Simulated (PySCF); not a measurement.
PBE on S⁻ (sulfur, charge -1), [Ne] 3s2 3p5, 2P determinant. Calculation: PySCF 2.14, in aug-cc-pVQZ-DK (7s6p4d3f2g, 84 functions); the spin-free X2C one-electron Hamiltonian (Gaussian nucleus).

```
cycle= 1 E= -399.11950722269  delta_E= -0.00988  |g|= 0.034  |ddm|= 1.18
cycle= 2 E= -399.11967243641  delta_E= -0.000165  |g|= 0.0123  |ddm|= 0.206
cycle= 3 E= -399.119670534738  delta_E= 1.9e-06  |g|= 0.00839  |ddm|= 0.0718
cycle= 4 E= -399.119722037724  delta_E= -5.15e-05  |g|= 0.00127  |ddm|= 0.03
cycle= 5 E= -399.119723482016  delta_E= -1.44e-06  |g|= 0.000231  |ddm|= 0.00435
cycle= 6 E= -399.119723535501  delta_E= -5.35e-08  |g|= 1.04e-05  |ddm|= 0.00065
cycle= 7 E= -399.11972353563  delta_E= -1.28e-10  |g|= 3.39e-06  |ddm|= 5.29e-05
converged SCF energy = -399.11972353563  <S^2> = 0.75482036  2S+1 = 2.0048146
```

Highest occupied orbital energy: 1.119 eV; ⟨L²⟩ = 2.03; populations by l: s 6.00, p 11.00, d 0.00, f 0.00.

(1) Can this result be used?

Results:

(1) With care. Self-consistency was reached. At PBE the highest occupied level has a positive energy, so only the finite basis holds that electron; in a semilocal or global hybrid functional this comes from self-interaction and does not mean that the real anion is unbound.
